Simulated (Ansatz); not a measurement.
Cost and result for the atomization energy of BH$_{7}$O$_{2}$Si$_{2}$ (12 atoms, 11 bonds).

Z-matrix (Å, degrees):
```
B
Si 1 1.982
Si 1 1.878 2 112.2
H 1 1.280 2 109.0 3 -78.5
H 1 1.196 2 123.2 3 152.2
O 2 1.695 1 106.7 3 13.4
H 2 1.494 1 113.0 3 -105.0
H 2 1.494 1 116.1 3 132.4
O 3 1.616 1 122.1 2 -20.0
H 3 1.487 1 129.1 2 -175.5
H 6 0.958 2 116.8 1 174.5
H 9 0.981 3 110.3 1 16.2
```

The species carries charge 0 and has multiplicity 1. The bonds changed during the relaxation, so this is another structure than the one it started from. Geometry: relaxed with PBE0-D4/def2-TZVP. It is one conformer, not always the lowest. Program: Ansatz. All runs use 4 threads of an Arm Neoverse V1 on a shared host. Times are those of one run each, without the atoms' runs, and a repeat can differ threefold. Electronic energies, without spin–orbit coupling; frozen cores. CCSD(T)/CBS adds CCSD(T) − MP2 in def2-TZVPP to the MP2 limit, and its time is that of the two runs behind it. T1 = 0.013. B3LYP takes the VWN-RPA correlation (the form of Gaussian; ORCA's B3LYP/G).

CCSD(T)/CBS is a level of theory with its own doubt, some kJ/mol a heavy atom from the limit and from the frozen cores, so smaller differences don't rank the functionals.

```csv
level,functions,wall time,atomization (kcal/mol),difference from CCSD(T)/CBS,per bond
LDA (SPW92)/def2-TZVPP,275,1.6 s,1121.3,136.3,12.4
PBE-D4/def2-TZVPP (with forces),275,3.5 s,992.3,7.3,0.7
BHLYP-D4/def2-TZVPP,275,4.3 s,956.1,-28.9,-2.6
PBE0-D4/def2-TZVPP,275,6 s,976.2,-8.8,-0.8
CCSD(T)/def2-SVP,113,6.5 s,912.6,-72.4,-6.6
r2SCAN-D4/def2-TZVPP (with forces),275,7 s,988.9,3.9,0.3
B3LYP-D4/def2-TZVPP (with forces),275,7.5 s,982.1,-2.9,-0.3
B2PLYP/def2-TZVPP,275,7.5 s,970.7,-14.3,-1.3
PBE-QIDH/def2-TZVPP,275,7.5 s,971.9,-13.1,-1.2
ωB97X-V/def2-TZVPP,275,11 s,987.6,2.6,0.2
MP2/def2-QZVPP,521,34 s,988.6,3.6,0.3
CCSD(T)/def2-TZVPP,275,3.9 min,957.6,-27.4,-2.5
CCSD(T)/CBS(def2),–,4.4 min,985.0,0.0,0.0
```

From r2SCAN to r2SCAN0 (25 % exact exchange), in def2-TZVPP and without D4, the atomization energy moves by −16.6 kcal/mol: exact exchange takes away binding that semilocal exchange gives to molecules. At CCSD(T), def2-SVP lies −72.4 kcal/mol from the extrapolated value and def2-TZVPP −27.4 kcal/mol: correlation converges slowly with the basis, and small sets miss more of it in the bonded molecule than in its fragments. The D4 term adds +11.2 kcal/mol with B3LYP and +5.9 kcal/mol with PBE0; it sums over pairs of atoms, weighted by their polarisabilities, and B3LYP, whose exchange is more repulsive, gets the larger term.
